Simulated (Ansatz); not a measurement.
The same hydrogenolysis along the group C, Si, Ge.

Program: Ansatz. Geometries: PBE0-D4/def2-TZVP. ΔE: electronic, gas phase. CCSD(T)/CBS is the MP2 limit (def2-TZVPP, def2-QZVPP) plus CCSD(T) − MP2 in def2-TZVPP, frozen cores. This one scheme is used for every species. For Ge outer-core shells are correlated without core-valence functions, which leaves a few kJ/mol of doubt a bond. Scalar relativity is left out up to krypton.

(1) Order these by ΔE at CCSD(T)/CBS, lowest first. (Best estimate.)
A. `CC(F)(F)F` + H₂ → `CC(F)F` + H–F
B. `F[Si](F)(F)[SiH3]` + H₂ → `F[SiH](F)[SiH3]` + H–F
C. `[F][Ge]([F])([F])[GeH3]` + H₂ → `[F][GeH]([F])[GeH3]` + H–F

Largest T1 diagnostic: 0.013, for `F[Si](F)(F)[SiH3]`.

Results:

(1) A (-10.7 kcal/mol), C (+13.2 kcal/mol), B (+33.7 kcal/mol).
